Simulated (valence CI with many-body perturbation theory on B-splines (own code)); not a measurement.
## Questions on Tl XLIII

Level of theory: relativistic CI+MBPT: three valence electrons over a frozen Dirac-Fock core [Kr], a basis of 7 s, 7 p, 8 d, 6 f, 4 g, 1 h functions for each j, with the one-electron correlation potential Σ1 (screened to all orders), the two-electron term Σ2, the three-electron term Σ3, Breit, model QED; selected single and double excitations, second order for the rest, scaled by the run's own slope (own B-spline code, finite nucleus).

The last digits are not significant, and no measured levels were compared; by estimate large intervals hold to a few tenths of a per cent, small ones and those within an open d or f shell to about a per cent. Only levels of the ground parity were solved; by the run's estimate the other parity begins above the list, which can be wrong where configurations are misplaced.

Levels are named by their leading jj configuration (3d3/2^4 stands for four electrons in 3d with j = 3/2), which in mixed levels can hold well under half, so a name can repeat and another be missing.

Rates and lifetimes use the calculated energies. Strong lines usually hold to 10 to 20 %, long lifetimes can be off by a factor of two.

Q: What is the ground level?

A: (4d3/2^3) J=3/2, composition 45 % 4d3 4F + 39 % 4d3 2D + 11 % 4d3 2P, g = 0.720.

Q: How well does LS coupling describe the low levels?

A: Among the lowest 19 levels the leading LS term, summed over configurations, holds 56 % on average. For single configurations the figures are 56 % in LS and 98 % in jj coupling. Terms mix most in the J = 3/2 level at 232240 cm⁻¹, where the leading one holds 39 %.

Q: What is the ionisation energy?

A: 2076.3 eV; NIST lists 2075 ± 4 eV (theoretical).
